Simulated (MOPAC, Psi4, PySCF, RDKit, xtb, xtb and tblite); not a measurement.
Two geometries of SMILES [SiH2](C)C=C, relaxed at GFN2-xTB with one dihedral held; other torsions can differ between them too.

Structure A

```
12

C     -1.6789    -0.1204     0.9363
C     -1.2480    -0.6162    -0.2132
Si     0.4830    -0.3770    -0.9239
C      1.7522    -0.1821     0.4738
H     -1.0350     0.4511     1.5856
H     -2.6878    -0.2658     1.2942
H     -1.9500    -1.1799    -0.8170
H      0.8164    -1.5600    -1.7306
H      0.4981     0.8159    -1.7836
H      2.7604    -0.1101     0.0767
H      1.7251    -1.0286     1.1542
H      1.5676     0.7155     1.0572
```

Structure B

```
12

C     -1.6732    -0.0646     0.9367
C     -1.2247    -0.6130    -0.1811
Si     0.4926    -0.3439    -0.9093
C      1.3787    -2.0216    -1.0173
H     -1.0622     0.6032     1.5228
H     -2.6650    -0.2492     1.3228
H     -1.8912    -1.2748    -0.7239
H      0.3559     0.2250    -2.2585
H      1.2573     0.5748    -0.0577
H      2.3701    -1.9127    -1.4468
H      0.8272    -2.7211    -1.6396
H      1.4924    -2.4746    -0.0362
```

**Question.** Which is lower in energy at the level DF-MP2 (frozen core)/cc-pVTZ // GFN2-xTB in Psi4 1.11, and by how much?

**Answer.** B is lower, by 0.54 kcal/mol (dihedral C1–C2–Si3–C4: 30° in A, 120° in B).

E(B) − E(A) in kcal/mol at the other levels, on the same two geometries: GFN2-xTB (xtb and tblite) -0.17; MMFF94 // GFN2-xTB (RDKit) -0.17; PBE/def2-TZVP // GFN2-xTB (Psi4) -0.65; PBE-D3(BJ)/def2-TZVP // GFN2-xTB (Psi4) -0.50; HF/cc-pVTZ // GFN2-xTB (Psi4) -0.88; UFF // GFN2-xTB (RDKit) -0.11; PM3, restricted, heats of formation // GFN2-xTB (MOPAC) 0.00; PM6, restricted, heats of formation // GFN2-xTB (MOPAC) 0.10; GFN1-xTB // GFN2-xTB (xtb) -0.40; restricted B3LYP/6-31G*, spherical d // GFN2-xTB (PySCF) -0.74.

MMFF94 has few fitted parameters for silicon.
